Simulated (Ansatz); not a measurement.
`N[SiH2]C[SiH2]N` + `[SH][GeH3]` → `N[SiH2][S][GeH3]` + `C[SiH2]N`  (ligand exchange at the Si–C bond)

Program: Ansatz. Geometries: PBE0-D4/def2-TZVP. ΔE: electronic, gas phase. CCSD(T)/CBS is the MP2 limit (def2-TZVPP, def2-QZVPP) plus CCSD(T) − MP2 in def2-TZVPP, frozen cores. DFT in def2-TZVPP. B3LYP here is the variant with VWN-RPA as its local correlation; programs differ in this. For Ge outer-core shells are correlated without core-valence functions, which leaves a few kJ/mol of doubt a bond. Scalar relativity is left out up to krypton. Each species was taken in one conformer, which may not be the lowest.

`N[SiH2]C[SiH2]N`:

Z-matrix (Å, degrees):
```
Si
C 1 1.870
N 1 1.718 2 110.5
H 1 1.497 2 106.7 3 125.4
H 1 1.490 2 111.5 3 -117.9
Si 2 1.866 1 112.9 3 -45.1
H 2 1.095 1 109.0 3 -167.5
H 2 1.095 1 109.5 3 75.5
H 3 1.009 1 117.5 2 68.2
H 3 1.006 1 119.8 2 -150.3
N 6 1.735 2 108.4 1 -28.4
H 6 1.486 2 111.8 1 87.7
H 6 1.495 2 109.6 1 -153.6
H 11 1.009 6 118.0 2 168.7
H 11 1.010 6 118.3 2 -55.6
```

`[SH][GeH3]`:

```xyz
6

S    -1.252    0.272   -1.151
Ge    0.528   -0.127    0.123
H    -2.073    0.510   -0.115
H     0.266   -1.324    1.049
H     0.877    1.113    0.960
H     1.654   -0.445   -0.866
```

`N[SiH2][S][GeH3]`:

Z-matrix (Å, degrees):
```
Si
S 1 2.147
N 1 1.708 2 113.0
H 1 1.484 2 109.4 3 119.4
H 1 1.486 2 107.5 3 -120.8
Ge 2 2.223 1 97.0 3 165.2
H 3 1.008 1 120.3 2 -64.4
H 3 1.007 1 119.6 2 79.7
H 6 1.533 2 106.4 1 162.7
H 6 1.538 2 109.6 1 43.2
H 6 1.536 2 110.1 1 -77.4
```

`C[SiH2]N`:

Cartesian coordinates in Å:
```
C 0.666 0.354 -1.178
Si -0.663 -0.197 0.018
N -0.210 -0.287 1.675
H 0.276 0.377 -2.200
H 1.520 -0.328 -1.160
H 1.027 1.356 -0.933
H -1.120 -1.556 -0.381
H -1.799 0.762 -0.067
H 0.384 -1.030 2.007
H -0.082 0.549 2.220
```

| level | ΔE (kcal/mol) |
| --- | --- |
| ωB97X-V | -13.7 |
| B2PLYP | -14.8 |
| B3LYP | -15.0 |
| MP2/def2-QZVPP | -15.2 |

What does CCSD(T)/CBS give? (An estimate is asked.)

Ansatz gave: -14.5 kcal/mol. The listed levels differ from it by 0.8, -0.3, -0.5, -0.7 kcal/mol.

Largest T1 diagnostic among the species: 0.011.

In def2-TZVPP, CCSD(T) changes the Hartree–Fock value by +2.3 kcal/mol (the triples alone add +0.0 kcal/mol) and MP2 by +1.1 kcal/mol. The D4 term adds +1.3 kcal/mol with B3LYP and +0.7 kcal/mol with PBE0; it sums over pairs of atoms, weighted by their polarisabilities, and B3LYP, whose exchange is more repulsive, gets the larger term.
